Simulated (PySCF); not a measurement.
Molecular orbitals of SrLi

B3LYP at R = 3.634 Å; Sr x2c-SVPall, Li x2c-SVPall; spin-free X2C with a Gaussian nucleus (PySCF 2.14). State: ²Σ⁺ (doublet), unpaired electrons σ ↑. Only the outer orbitals are listed, counted within each symmetry.

```json
{"spin": "α", "orbital": "7σ", "occ.": "1", "ε (eV)": "-54.77", "on Sr (%)": "0", "main shells (%)": "100 Li s"}
{"spin": "α", "orbital": "8σ", "occ.": "1", "ε (eV)": "-43.93", "on Sr (%)": "100", "main shells (%)": "100 Sr s"}
{"spin": "α", "orbital": "4π", "occ.": "1", "ε (eV)": "-24.77", "on Sr (%)": "100", "main shells (%)": "100 Sr p"}
{"spin": "α", "orbital": "4π", "occ.": "1", "ε (eV)": "-24.77", "on Sr (%)": "100", "main shells (%)": "100 Sr p"}
{"spin": "α", "orbital": "9σ", "occ.": "1", "ε (eV)": "-24.70", "on Sr (%)": "100", "main shells (%)": "100 Sr p"}
{"spin": "α", "orbital": "10σ", "occ.": "1", "ε (eV)": "-4.45", "on Sr (%)": "72", "main shells (%)": "70 Sr s, 26 Li s"}
{"spin": "α", "orbital": "11σ", "occ.": "1", "ε (eV)": "-3.08", "on Sr (%)": "46", "main shells (%)": "54 Li s, 24 Sr s, 16 Sr p"}
{"spin": "α", "orbital": "5π", "occ.": "0", "ε (eV)": "-1.07", "on Sr (%)": "70", "main shells (%)": "44 Sr d, 30 Li p, 26 Sr p"}
{"spin": "α", "orbital": "5π", "occ.": "0", "ε (eV)": "-1.07", "on Sr (%)": "70", "main shells (%)": "44 Sr d, 30 Li p, 26 Sr p"}
{"spin": "α", "orbital": "12σ", "occ.": "0", "ε (eV)": "-1.07", "on Sr (%)": "42", "main shells (%)": "36 Li p, 29 Sr d, 22 Li s"}
{"spin": "β", "orbital": "7σ", "occ.": "1", "ε (eV)": "-54.58", "on Sr (%)": "0", "main shells (%)": "100 Li s"}
{"spin": "β", "orbital": "8σ", "occ.": "1", "ε (eV)": "-43.90", "on Sr (%)": "100", "main shells (%)": "100 Sr s"}
{"spin": "β", "orbital": "4π", "occ.": "1", "ε (eV)": "-24.74", "on Sr (%)": "100", "main shells (%)": "100 Sr p"}
{"spin": "β", "orbital": "4π", "occ.": "1", "ε (eV)": "-24.74", "on Sr (%)": "100", "main shells (%)": "100 Sr p"}
{"spin": "β", "orbital": "9σ", "occ.": "1", "ε (eV)": "-24.66", "on Sr (%)": "100", "main shells (%)": "100 Sr p"}
{"spin": "β", "orbital": "10σ", "occ.": "1", "ε (eV)": "-4.19", "on Sr (%)": "85", "main shells (%)": "81 Sr s, 12 Li s"}
{"spin": "β", "orbital": "11σ", "occ.": "0", "ε (eV)": "-1.84", "on Sr (%)": "47", "main shells (%)": "53 Li s, 23 Sr p, 18 Sr s"}
{"spin": "β", "orbital": "5π", "occ.": "0", "ε (eV)": "-0.98", "on Sr (%)": "83", "main shells (%)": "52 Sr d, 31 Sr p, 17 Li p"}
{"spin": "β", "orbital": "5π", "occ.": "0", "ε (eV)": "-0.98", "on Sr (%)": "83", "main shells (%)": "52 Sr d, 31 Sr p, 17 Li p"}
```

Question: Which are the highest filled and the lowest empty level, where do they sit, and how wide is the gap?

Answer: Highest filled α 11σ at -3.08 eV (in %: 54 Li s, 24 Sr s, 16 Sr p); lowest empty β 11σ at -1.84 eV (in %: 53 Li s, 23 Sr p, 18 Sr s); the gap at B3LYP is 1.24 eV.

- bond order (Mayer): 0.59
- ⟨S²⟩: 0.759
- charge on Sr (Mulliken, basis-dependent): -0.02
- charge on Sr (Löwdin, basis-dependent): 0.00
- dipole moment (positive dipole means Sr(−)Li(+)): -0.06 D
- polarisability along the bond: 492.3 bohr³
- polarisability across the bond: 212.2 bohr³

Spin–orbit coupling is left out. The state was picked by a PBE0 search and need not be the measured ground state.
